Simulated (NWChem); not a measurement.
System: CH3BrOSi, singlet; SMILES O(C)[Si]Br

NWChem input:

```
start job
memory heap 200 mb stack 900 mb global 1100 mb
geometry units angstroms noautosym nocenter noautoz
  Si     1.228138    -0.601456    -0.000612
  Br    -0.175827     1.245240     0.000642
  O      0.163985    -1.883298    -0.000047
  C     -1.242785    -2.069111     0.001600
  H     -1.782438    -1.098161    -0.002151
  H     -1.532725    -2.654696    -0.895144
  H     -1.531859    -2.646933     0.903660
end
basis spherical
  Si library 6-31g*
  Br library 6-31g*
  O library 6-31g*
  C library 6-31g*
  H library 6-31g*
end
dft
  xc pbe0
  iterations 150
end
cosmo
  do_cosmo_smd true
  solvent acetone
end
task dft energy
```

NWChem printed, in part:

```
             Northwest Computational Chemistry Package (NWChem) 7.3.0
             --------------------------------------------------------

                             Geometry "geometry" -> ""
                             -------------------------

 Output coordinates in angstroms (scale by  1.889725989 to convert to a.u.)

  No.       Tag          Charge          X              Y              Z
 ---- ---------------- ---------- -------------- -------------- --------------
    1 Si                  14.0000     1.22813800    -0.60145600    -0.00061200
    2 Br                  35.0000    -0.17582700     1.24524000     0.00064200
    3 O                    8.0000     0.16398500    -1.88329800    -0.00004700
    4 C                    6.0000    -1.24278500    -2.06911100     0.00160000
    5 H                    1.0000    -1.78243800    -1.09816100    -0.00215100
    6 H                    1.0000    -1.53272500    -2.65469600    -0.89514400
    7 H                    1.0000    -1.53185900    -2.64693300     0.90366000

 Effective nuclear repulsion energy (a.u.)     297.1790011001

                                 NWChem DFT Module
                                 -----------------

 Summary of "ao basis" -> "ao basis" (spherical)
 ------------------------------------------------------------------------------
       Tag                 Description            Shells   Functions and Types
 ---------------- ------------------------------  ------  ---------------------
 Si                          6-31g*                  8       18   4s3p1d
 Br                          6-31g*                 12       32   5s4p3d
 O                           6-31g*                  6       14   3s2p1d
 C                           6-31g*                  6       14   3s2p1d
 H                           6-31g*                  2        2   2s

 in cosmo_initialize ...
 calling solv_data for solv:acetone

 solvent parameters
 solvname_short: acetone
 solvname_long:  acetone
 dielec:       20.4930
 dielecinf:     1.8463
 nonaqueous SMD model solvent descriptors
 dielec:       20.4930
 sola:          0.0400
 solb:          0.4900
 solc:          0.0000
 solg:         33.7700
 solh:          0.0000
 soln:          1.3588

          ---------------
          -cosmo- solvent
          ---------------
 Cosmo: York-Karplus, doi: 10.1021/jp992097l
 dielectric constant -eps-     =  20.49
 screen = (eps-1)/(eps    )    =   0.95120
 surface charge correction     = lagrangian

   van der Waals surface
 --------------------------

 ---------- ATOMIC COORDINATES (A.U.) ------------ VDWR(ANG.) --
     1    2.32084430   -1.13658703   -0.00115651     2.470
     2   -0.33226485    2.35316239    0.00121320     3.060
     3    0.30988672   -3.55891717   -0.00008882     2.222
     4   -2.34852311   -3.91005283    0.00302356     1.850
     5   -3.36831941   -2.07522338   -0.00406480     1.200
     6   -2.89643027   -5.01664802   -1.69157688     1.200
     7   -2.89479376   -5.00197808    1.70766979     1.200
 number of segments per atom =        128
 number of   points per atom =        128
 atom (   nspa,  nppa )
 ----------------------
    1 (     58,     0 )       0
    2 (     98,     0 )       0
    3 (     50,     0 )       0
    4 (     43,     0 )       0
    5 (     26,     0 )       0
    6 (     52,     0 )       0
    7 (     52,     0 )       0
 number of -cosmo- surface points =      379
 molecular surface =    166.910 angstrom**2
 molecular volume  =    171.936 angstrom**3
 -lineq- algorithm             =   0
 -bem- low  level              =   3
 -bem- from -octahedral-
 gaussian surface charge width =   4.50000
 degree of switching           =   1.00000
 switching function tolerance  =   0.00010
 atomic radii =
 --------------
    1 14.000  2.470
    2 35.000  3.060
    3  8.000  2.222
    4  6.000  1.850
    5  1.000  1.200
    6  1.000  1.200
    7  1.000  1.200
 ...... end of -cosmo- initialization ......

 nat:                     7
 ixmem:                  2814
 calling mnsol_interface()
 G(SMD-CDS) energy (kcal/mol)  =    -1.843
 SMD-CDS SASA (angstrom**2)    =   143.698

            General Information
            -------------------
          SCF calculation type: DFT
          Wavefunction type:  closed shell.
          No. of atoms     :     7
          No. of electrons :    66
           Alpha electrons :    33
            Beta electrons :    33
          Charge           :     0
          Spin multiplicity:     1
          Use of symmetry is: off; symmetry adaption is: off
          Maximum number of iterations: 150
          AO basis - number of functions:    84
                     number of shells:    38
          Convergence on energy requested:  1.00D-06
          Convergence on density requested:  1.00D-05
          Convergence on gradient requested:  5.00D-04

              XC Information
              --------------
                         PBE0 Method XC Functional
                     Hartree-Fock (Exact) Exchange  0.250
          PerdewBurkeErnzerhof Exchange Functional  0.750
            Perdew 1991 LDA Correlation Functional  1.000 local
           PerdewBurkeErnz. Correlation Functional  1.000 non-local

             Grid Information
             ----------------
          Grid used for XC integration:  medium
          Radial quadrature: Mura-Knowles
          Angular quadrature: Lebedev.
          Tag              B.-S. Rad. Rad. Pts. Rad. Cut. Ang. Pts.
          ---              ---------- --------- --------- ---------
          Si                  1.10       88          10.0       590
          Br                  1.15      112          11.0       590
          O                   0.60       49          10.0       434
          C                   0.70       49          10.0       434
          H                   0.35       45          11.0       434
          Grid pruning is: on
          Number of quadrature shells:   433
          Spatial weights used:  Erf1

      Superposition of Atomic Density Guess
      -------------------------------------

 Sum of atomic energies:       -2974.81389005

      Non-variational initial energy
      ------------------------------

 Total energy =   -2975.932754
 1-e energy   =   -4729.295863
 2-e energy   =    1456.184108
 HOMO         =      -0.278303
 LUMO         =      -0.032717

   convergence    iter        energy       DeltaE   RMS-Dens  Diis-err
 ---------------- ----- ----------------- --------- --------- ---------
     COSMO gas phase
 d= 0,ls=0.0,diis     1  -2977.8832172737 -3.28D+03  1.41D-02  5.60D-01
 d= 0,ls=0.0,diis     2  -2977.8178754138  6.53D-02  8.06D-03  1.25D+00
 d= 0,ls=0.0,diis     3  -2977.9491592394 -1.31D-01  2.51D-03  4.82D-02
 d= 0,ls=0.0,diis     4  -2977.9526851097 -3.53D-03  1.22D-03  1.22D-02
 d= 0,ls=0.0,diis     5  -2977.9543286740 -1.64D-03  1.59D-04  1.72D-04
  Resetting Diis
 d= 0,ls=0.0,diis     6  -2977.9543477183 -1.90D-05  3.51D-05  1.46D-05
 d= 0,ls=0.0,diis     7  -2977.9543493590 -1.64D-06  1.45D-05  4.69D-07
 d= 0,ls=0.0,diis     8  -2977.9543493492  9.79D-09  6.94D-06  6.38D-07

   convergence    iter        energy       DeltaE   RMS-Dens  Diis-err
 ---------------- ----- ----------------- --------- --------- ---------
     COSMO solvation phase
 d= 0,ls=0.0,diis     1  -2977.9606214028 -6.27D-03  9.61D-04  8.01D-04
 d= 0,ls=0.0,diis     2  -2977.9609315839 -3.10D-04  2.77D-04  2.02D-04
 d= 0,ls=0.0,diis     3  -2977.9609593933 -2.78D-05  1.10D-04  6.79D-05
 d= 0,ls=0.0,diis     4  -2977.9609688087 -9.42D-06  2.47D-05  6.51D-06
 d= 0,ls=0.0,diis     5  -2977.9609691881 -3.79D-07  1.01D-05  1.83D-06
 d= 0,ls=0.0,diis     6  -2977.9609693677 -1.80D-07  2.61D-06  1.28D-07

         Total DFT energy =    -2977.960969367718
      One electron energy =    -4732.301151189825
           Coulomb energy =     1584.090996919726
    Exchange-Corr. energy =     -126.804870566666
 Nuclear repulsion energy =      297.179001100124

             COSMO energy =       -0.124945631077

 Numeric. integr. density =       66.000007116935

                                COSMO-SMD solvation results
                                ---------------------------

             internal energy in gas <Psi(g)|H|Psi(g)> =     -2977.954349349183
         internal energy in solvent <Psi(s)|H|Psi(s)> =     -2977.953944164568
                               delta internal energy  =         0.000405184614 (    0.25 kcal/mol)
   total free energy in solvent <Psi(s)|H+V/2|Psi(s)> =     -2977.958032331909
 polarization energy contribution <Psi(s)|V/2|Psi(s)> =        -0.004088167341 (   -2.57 kcal/mol)
    total free energy in solvent including G(SMD-CDS) =     -2977.960969367718
                       G(SMD-CDS) energy contribution =        -0.002937035810 (   -1.84 kcal/mol)
     1 M fixed-concentration free energy of solvation =        -0.006620018536 (   -4.15 kcal/mol)

                       DFT Final Molecular Orbital Analysis
                       ------------------------------------

 Vector   31  Occ=2.000000D+00  E=-3.102536D-01
              MO Center= -1.9D-02,  9.4D-01,  9.3D-04, r^2= 2.4D+00
   Bfn.  Coefficient  Atom+Function         Bfn.  Coefficient  Atom+Function
  ----- ------------  ---------------      ----- ------------  ---------------
    30      0.603235  2 Br py                29      0.402195  2 Br px
    34      0.277042  2 Br py                26     -0.271251  2 Br py
    25     -0.181994  2 Br px                33      0.181045  2 Br px
    54      0.157647  3 O  py                58      0.115549  3 O  py
     7      0.113973  1 Si px                 6      0.099742  1 Si s

 Vector   32  Occ=2.000000D+00  E=-3.088403D-01
              MO Center= -1.9D-01,  4.0D-01,  4.3D-04, r^2= 3.5D+00
   Bfn.  Coefficient  Atom+Function         Bfn.  Coefficient  Atom+Function
  ----- ------------  ---------------      ----- ------------  ---------------
    31      0.659663  2 Br pz                35      0.321269  2 Br pz
    27     -0.298367  2 Br pz                55     -0.283562  3 O  pz
    59     -0.232733  3 O  pz                69      0.112997  4 C  pz
    23      0.089482  2 Br pz                81     -0.077245  6 H  s
    83      0.077585  7 H  s                 84      0.075597  7 H  s

 Vector   33  Occ=2.000000D+00  E=-2.726851D-01
              MO Center=  9.8D-01, -3.9D-02, -4.4D-04, r^2= 3.7D+00
   Bfn.  Coefficient  Atom+Function         Bfn.  Coefficient  Atom+Function
  ----- ------------  ---------------      ----- ------------  ---------------
    29      0.480811  2 Br px                10     -0.433408  1 Si s
     6     -0.404256  1 Si s                  7     -0.321299  1 Si px
    33      0.256532  2 Br px                25     -0.214790  2 Br px
     2      0.182997  1 Si s                 30     -0.164793  2 Br py
    56      0.161214  3 O  s                  3      0.124729  1 Si px

 Vector   34  Occ=0.000000D+00  E=-7.326380D-02
              MO Center=  1.1D+00, -5.8D-01, -2.9D-04, r^2= 3.1D+00
   Bfn.  Coefficient  Atom+Function         Bfn.  Coefficient  Atom+Function
  ----- ------------  ---------------      ----- ------------  ---------------
     9      0.590129  1 Si pz                13      0.543767  1 Si pz
    59     -0.252268  3 O  pz                55     -0.248003  3 O  pz
    31     -0.225481  2 Br pz                 5     -0.210436  1 Si pz
    35     -0.180123  2 Br pz                27      0.097782  2 Br pz
    84      0.082082  7 H  s                 82     -0.081483  6 H  s

 Vector   35  Occ=0.000000D+00  E= 4.231610D-03
              MO Center=  1.1D+00, -4.4D-01, -5.3D-04, r^2= 4.7D+00
   Bfn.  Coefficient  Atom+Function         Bfn.  Coefficient  Atom+Function
  ----- ------------  ---------------      ----- ------------  ---------------
    12      0.866397  1 Si py                32     -0.608928  2 Br s
     8      0.504718  1 Si py                34      0.498267  2 Br py
    11     -0.486874  1 Si px                10      0.479459  1 Si s
    33     -0.414629  2 Br px                56      0.290136  3 O  s
    29     -0.237654  2 Br px                28      0.232214  2 Br s

 Vector   36  Occ=0.000000D+00  E= 3.960985D-02
              MO Center=  9.1D-01, -5.1D-01, -4.1D-04, r^2= 4.5D+00
   Bfn.  Coefficient  Atom+Function         Bfn.  Coefficient  Atom+Function
  ----- ------------  ---------------      ----- ------------  ---------------
    11      0.875095  1 Si px                56      0.727060  3 O  s
    10     -0.639653  1 Si s                 12      0.456327  1 Si py
    34     -0.384760  2 Br py                 7      0.352122  1 Si px
    58      0.213422  3 O  py                 6     -0.211975  1 Si s
    30     -0.208478  2 Br py                32      0.209366  2 Br s

     Multipole analysis of the density
     ---------------------------------

     L   x y z        total         alpha         beta         nuclear
     -   - - -        -----         -----         ----         -------
     0   0 0 0     -0.000000    -33.000000    -33.000000     66.000000

     1   1 0 0     -0.378603     -0.234783     -0.234783      0.090962
     1   0 1 0     -0.953154     -1.688058     -1.688058      2.422961
     1   0 0 1      0.000841     -0.027444     -0.027444      0.055730

     2   2 0 0    -31.308837    -86.278804    -86.278804    141.248771
     2   1 1 0      2.772345     -7.603301     -7.603301     17.978947
     2   1 0 1     -0.000689      0.061974      0.061974     -0.124637
     2   0 2 0    -32.868117   -246.156553   -246.156553    459.444989
     2   0 1 1     -0.004878     -0.003775     -0.003775      0.002672
     2   0 0 2    -31.073329    -18.425520    -18.425520      5.777710
```

Level: PBE0/6-31G* (spherical d), SMD on the gas-phase geometry. Low-valent species are run as closed-shell singlets; no triplet was tried in these runs. The geometry was optimised at PBE-D3(BJ)/def2-SVP. Solvent: acetone.
